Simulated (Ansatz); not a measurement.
Computed with frozen-core CCSD(T)/def2-TZVPP // PBE0-D3(BJ)/def2-TZVP (Ansatz, an electronic-structure program). The restricted HF reference is unstable towards unrestricted orbitals.

Ansatz 0.2 input:
```yaml
crystal:
  periodic: [false, false, false]
  atoms:
    - { symbol: C, position_ang: [-1.32889, 0.010133, 0.00279] }
    - { symbol: C, position_ang: [-0.030143, -0.007377, -0.002121] }
    - { symbol: C, position_ang: [1.267434, -0.068687, -0.022665] }
    - { symbol: F, position_ang: [2.046337, 0.96704, 0.331377] }
    - { symbol: H, position_ang: [-1.893559, 0.321975, -0.87125] }
    - { symbol: H, position_ang: [-1.895048, -0.280409, 0.883192] }
    - { symbol: H, position_ang: [1.833869, -0.942673, -0.321322] }
basis:
  gaussian: { orbitals: def2-TZVPP }
correlation:
  method: ccsd_t
```

Output:

```
Functional definition: HF
1020 factors; integrals over basis functions are off by at most 8.8e-4 eV
mean field evaluation 1: about -5842.7522 eV, gradient 2.8e1 eV
mean field evaluation 2: about -5842.7589 eV, gradient 2.8e1 eV
mean field evaluation 4: about -5844.8111 eV, gradient 3.6e0 eV
mean field evaluation 8: about -5844.8487 eV, gradient 1.7e-4 eV
mean field evaluation 16: about -5844.8472 eV, gradient 6.3e-1 eV
mean field -5844.84865458 eV, -214.7942262752 hartree, gradient 9.5e-7 eV, S^2 0.000000; 0 other end points of the search recorded, 0 dependent functions left out; unrestricted orbitals would lower it
4 core orbitals not correlated
reference -5844.84865458 eV, -214.7942262752 hartree; 11, 11 occupied and 151, 151 virtual orbitals, 1020 factors
second order -19.41813296 eV of doubles, -0.00000000 eV of singles
cycle   1  -19.44668123 eV  change   -2.9e-2 eV  update   9.8e-2
cycle   2  -19.91913509 eV  change   -4.7e-1 eV  update   3.3e-2
cycle   3  -20.04795550 eV  change   -1.3e-1 eV  update   1.7e-2
cycle   4  -20.04140212 eV  change    6.6e-3 eV  update   4.6e-3
cycle   5  -20.04031820 eV  change    1.1e-3 eV  update   1.9e-3
cycle   6  -20.04176323 eV  change   -1.4e-3 eV  update   5.4e-4
cycle   7  -20.04175711 eV  change    6.1e-6 eV  update   2.1e-4
cycle   8  -20.04169494 eV  change    6.2e-5 eV  update   6.8e-5
cycle   9  -20.04172602 eV  change   -3.1e-5 eV  update   2.5e-5
cycle  10  -20.04174082 eV  change   -1.5e-5 eV  update   8.0e-6
perturbative correction -0.85696312 eV, -0.0314928138 hartree
Total energy: -5865.74735852 eV, -215.5622394793 hartree
```

Cost: about 60 core-seconds (a rough figure).
